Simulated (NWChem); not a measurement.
System: CAlClFNO; SMILES O=C=[N][Al]([F])[Cl]

The following NWChem deck was run.

```
start job
memory heap 200 mb stack 900 mb global 1100 mb
geometry units angstroms noautoz
  Al    -0.364578     0.529317    -0.210453
  Cl    -2.145571    -0.493624    -0.484005
  F     -0.312073     2.145561    -0.539759
  N      1.080364    -0.279416     0.358325
  C      2.075540    -0.832698     0.745000
  O      3.038773    -1.369780     1.119404
end
basis spherical
  * library 6-31g*
end
dft
  xc xtpss03 ctpss03
  iterations 150
  mulliken
end
task dft energy
```

Parts of the log:

```
             Northwest Computational Chemistry Package (NWChem) 7.3.0
             --------------------------------------------------------

 C1  symmetry detected

                             Geometry "geometry" -> ""
                             -------------------------

 Output coordinates in angstroms (scale by  1.889725989 to convert to a.u.)

  No.       Tag          Charge          X              Y              Z
 ---- ---------------- ---------- -------------- -------------- --------------
    1 Al                  13.0000     0.40691633     0.54612825     0.00101607
    2 Cl                  17.0000    -1.09024296     1.97849921    -0.00058211
    3 F                    9.0000     1.98266301     1.03649640    -0.00130048
    4 N                    7.0000     0.03939757    -1.16569543     0.00313780
    5 C                    6.0000    -0.20965594    -2.34212201     0.00055881
    6 O                    8.0000    -0.45219956    -3.48125268    -0.00211577

 Effective nuclear repulsion energy (a.u.)     296.8570240914

                                 NWChem DFT Module
                                 -----------------

 Summary of "ao basis" -> "ao basis" (spherical)
 ------------------------------------------------------------------------------
       Tag                 Description            Shells   Functions and Types
 ---------------- ------------------------------  ------  ---------------------
 Al                          6-31g*                  8       18   4s3p1d
 Cl                          6-31g*                  8       18   4s3p1d
 F                           6-31g*                  6       14   3s2p1d
 N                           6-31g*                  6       14   3s2p1d
 C                           6-31g*                  6       14   3s2p1d
 O                           6-31g*                  6       14   3s2p1d

            General Information
            -------------------
          SCF calculation type: DFT
          Wavefunction type:  closed shell.
          No. of atoms     :     6
          No. of electrons :    60
           Alpha electrons :    30
            Beta electrons :    30
          Charge           :     0
          Spin multiplicity:     1
          Use of symmetry is: off; symmetry adaption is: off
          Maximum number of iterations: 150
          AO basis - number of functions:    92
                     number of shells:    40
          Convergence on energy requested:  1.00D-06
          Convergence on density requested:  1.00D-05
          Convergence on gradient requested:  5.00D-04

              XC Information
              --------------
                  TPSS metaGGA Exchange Functional  1.000
             TPSS03 metaGGA Correlation Functional  1.000

             Grid Information
             ----------------
          Grid used for XC integration:  medium
          Radial quadrature: Mura-Knowles
          Angular quadrature: Lebedev.
          Tag              B.-S. Rad. Rad. Pts. Rad. Cut. Ang. Pts.
          ---              ---------- --------- --------- ---------
          Al                  1.25       88           9.0       590
          Cl                  1.00       88          11.0       590
          F                   0.50       49          11.0       434
          N                   0.65       49          10.0       434
          C                   0.70       49          11.0       434
          O                   0.60       49          13.0       434
          Grid pruning is: on
          Number of quadrature shells:   372
          Spatial weights used:  Erf1

      Superposition of Atomic Density Guess
      -------------------------------------

 Sum of atomic energies:        -967.38991007

      Non-variational initial energy
      ------------------------------

 Total energy =    -969.101685
 1-e energy   =   -1928.962734
 2-e energy   =     663.004025
 HOMO         =      -0.395599
 LUMO         =      -0.033946

     ---------------------------------------------
      Total Density - Mulliken Population Analysis
     ---------------------------------------------

    Atom       Charge   Shell Charges
 -----------   ------   -------------------------------------------------------
    1 Al  13    11.51   2.00  2.00  5.97  0.56  0.63  0.07  0.08  0.21
    2 Cl  17    17.40   2.00  2.00  5.98  1.38  3.71  0.55  1.77  0.01
    3 F    9     9.72   2.00  0.95  3.51  1.02  2.23  0.01
    4 N    7     7.79   2.00  0.82  2.63  0.80  1.53  0.01
    5 C    6     4.88   2.00  0.69  1.45  0.28  0.36  0.10
    6 O    8     8.69   2.00  0.95  3.01  0.93  1.79  0.02

   convergence    iter        energy       DeltaE   RMS-Dens  Diis-err
 ---------------- ----- ----------------- --------- --------- ---------
 d= 0,ls=0.0,diis     1   -970.6214388501 -1.27D+03  2.13D-02  1.29D+00
 d= 0,ls=0.0,diis     2   -970.1652620619  4.56D-01  1.40D-02  6.53D+00
 d= 0,ls=0.0,diis     3   -970.7465353107 -5.81D-01  4.97D-03  3.05D-01
 d= 0,ls=0.0,diis     4   -970.7622173824 -1.57D-02  2.52D-03  1.50D-01
 d= 0,ls=0.0,diis     5   -970.7783935996 -1.62D-02  7.51D-04  9.02D-03
  Resetting Diis
 d= 0,ls=0.0,diis     6   -970.7793412153 -9.48D-04  1.81D-04  8.48D-04
 d= 0,ls=0.0,diis     7   -970.7794180047 -7.68D-05  1.59D-04  6.19D-05
 d= 0,ls=0.0,diis     8   -970.7794039838  1.40D-05  9.12D-05  1.97D-04
 d= 0,ls=0.0,diis     9   -970.7794253838 -2.14D-05  1.40D-05  3.07D-06
 d= 0,ls=0.0,diis    10   -970.7794257718 -3.88D-07  2.18D-06  6.25D-08

         Total DFT energy =     -970.779425771777
      One electron energy =    -1931.792791818066
           Coulomb energy =      742.678432418430
    Exchange-Corr. energy =      -78.522090463502
 Nuclear repulsion energy =      296.857024091362

 Numeric. integr. density =       60.000003058287

                       DFT Final Molecular Orbital Analysis
                       ------------------------------------

 Vector   28  Occ=2.000000D+00  E=-3.124466D-01
              MO Center= -8.7D-01,  1.6D+00, -4.0D-04, r^2= 2.8D+00
   Bfn.  Coefficient  Atom+Function         Bfn.  Coefficient  Atom+Function
  ----- ------------  ---------------      ----- ------------  ---------------
    25      0.502483  2 Cl px                26      0.450637  2 Cl py
    29      0.263843  2 Cl px                30      0.238709  2 Cl py
    21     -0.197252  2 Cl px                22     -0.176974  2 Cl py
    53      0.114342  4 N  px                81     -0.114782  6 O  px
    39      0.105568  3 F  px                57      0.079009  4 N  px

 Vector   29  Occ=2.000000D+00  E=-2.856575D-01
              MO Center= -1.6D-01, -1.8D+00,  1.2D-03, r^2= 2.8D+00
   Bfn.  Coefficient  Atom+Function         Bfn.  Coefficient  Atom+Function
  ----- ------------  ---------------      ----- ------------  ---------------
    55      0.451626  4 N  pz                83     -0.414974  6 O  pz
    59      0.354294  4 N  pz                87     -0.286468  6 O  pz
    27     -0.146954  2 Cl pz                31     -0.090773  2 Cl pz
     9      0.080601  1 Al pz                69      0.062303  5 C  pz
    41     -0.061625  3 F  pz                23      0.057673  2 Cl pz

 Vector   30  Occ=2.000000D+00  E=-2.789713D-01
              MO Center= -1.8D-01, -1.7D+00,  8.5D-04, r^2= 3.5D+00
   Bfn.  Coefficient  Atom+Function         Bfn.  Coefficient  Atom+Function
  ----- ------------  ---------------      ----- ------------  ---------------
    53      0.439668  4 N  px                81     -0.396184  6 O  px
    57      0.338550  4 N  px                85     -0.276115  6 O  px
    26     -0.192272  2 Cl py                30     -0.102949  2 Cl py
    25     -0.101198  2 Cl px                40      0.101350  3 F  py
    54     -0.097457  4 N  py                82      0.083337  6 O  py

 Vector   31  Occ=0.000000D+00  E=-6.284118D-02
              MO Center=  3.2D-01,  6.4D-01,  3.2D-02, r^2= 4.3D+00
   Bfn.  Coefficient  Atom+Function         Bfn.  Coefficient  Atom+Function
  ----- ------------  ---------------      ----- ------------  ---------------
    10      1.110352  1 Al s                 56     -0.378241  4 N  s
     6      0.365190  1 Al s                 28     -0.360670  2 Cl s
    42     -0.245813  3 F  s                 29     -0.223240  2 Cl px
    30      0.218391  2 Cl py                25     -0.208134  2 Cl px
     2     -0.203609  1 Al s                 24     -0.184729  2 Cl s

 Vector   32  Occ=0.000000D+00  E=-5.995188D-02
              MO Center=  2.2D-01, -1.5D-01, -3.0D-02, r^2= 4.9D+00
   Bfn.  Coefficient  Atom+Function         Bfn.  Coefficient  Atom+Function
  ----- ------------  ---------------      ----- ------------  ---------------
     9      0.586890  1 Al pz                13      0.441799  1 Al pz
    69     -0.307155  5 C  pz                73     -0.256107  5 C  pz
    83      0.216883  6 O  pz                87      0.210794  6 O  pz
    27     -0.207172  2 Cl pz                 5     -0.184357  1 Al pz
    31     -0.183590  2 Cl pz                41     -0.173178  3 F  pz

 Vector   33  Occ=0.000000D+00  E=-5.048612D-03
              MO Center= -4.4D-02, -1.5D+00,  8.6D-04, r^2= 4.0D+00
   Bfn.  Coefficient  Atom+Function         Bfn.  Coefficient  Atom+Function
  ----- ------------  ---------------      ----- ------------  ---------------
    67      0.512027  5 C  px                71      0.469422  5 C  px
    11     -0.432141  1 Al px                85     -0.335267  6 O  px
    81     -0.326590  6 O  px                 7     -0.300743  1 Al px
    57     -0.248280  4 N  px                28     -0.223099  2 Cl s
    53     -0.185022  4 N  px                42      0.165954  3 F  s

     ---------------------------------------------
      Total Density - Mulliken Population Analysis
     ---------------------------------------------

[...]
```

Level: TPSS/6-31G* (spherical d). Structure relaxed at the PBE0/def2-SVP level.
